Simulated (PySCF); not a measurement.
## Structure elucidation problem

The spectra below were simulated for a compound C8H11O2P.

¹H NMR (400 MHz, computed): δ 7.86 (m, 2H), 6.79 (m, 2H), 4.49 (m, 1H), 3.07 (s, 3H), 2.47 (m, 3H).

¹³C{¹H} NMR (computed): δ 226.4 (C), 146.3 (CH), 139.8 (CH), 75.3 (CH), 56.4 (CH3), 31.4 (CH3).

- geometry: GFN2-xTB
- NMR shieldings at PBE0/pcSseg-1/GIAO
- program: PySCF
- relativity neglected, one computed conformer, gas phase, one averaged value for each set of equivalent atoms

Shifts are taken against calculated references (same method and geometry level): TMS for ¹H (σref 31.72), ¹³C (σref 186.93).

Problem. Choose the structure that fits.
A. COc1cc(C)cc(OC)p1
B. c1cc(P2CCOCC2)co1
C. CC(C)(C)c1occ(C=O)p1
D. COC1C=CP(C(C)=O)C=C1

Solution. D. 

1. 6 carbon signals for 8 carbons: some carbons are equivalent by symmetry or fast rotation.
2. Carbon types of the structure: 1 × C, 5 × CH, 2 × CH3, which accounts for all hydrogens.
3. δC 226.4: carbonyl carbon.
4. δC 146.3, 139.8: alkene CH; an sp2 carbon of a C=C bond.
5. δC 75.3: allylic sp3 CH bonded to O; the inductive effect lowers its shielding.
6. δC 56.4: methyl carbon bonded to O; deshielded by the electronegative neighbour.
7. δH 4.49: hydrogen on an allylic sp3 CH bonded to O; its carbon carries O, hence the downfield position.

The others: CC(C)(C)c1occ(C=O)p1 would give 3 signals for carbon-bound and other non-exchanging H, not 5; c1cc(P2CCOCC2)co1 has carbons computed at 148.2, 145.7, 134.3, 117.9, 69.9, 32.3, with a different DEPT pattern; COc1cc(C)cc(OC)p1 would give 5 carbon signals, not 6.

Splittings by ³¹P in the carbon and heteronuclear signals aren't shown, as no couplings were computed. Shifts are as computed. Against solution values, carbons near 30 ppm lie about +3 ppm off and those near 130 ppm about +5 ppm. Of 1211 compounds with measured shifts, 218 miss one by over three times the rms of a fit or turn the order of signals round; such compounds aren't used in these exercises. Multiplicities follow the n + 1 count of equivalent neighbours, as no J values were calculated; m marks all less simple cases, F and P coupling included.
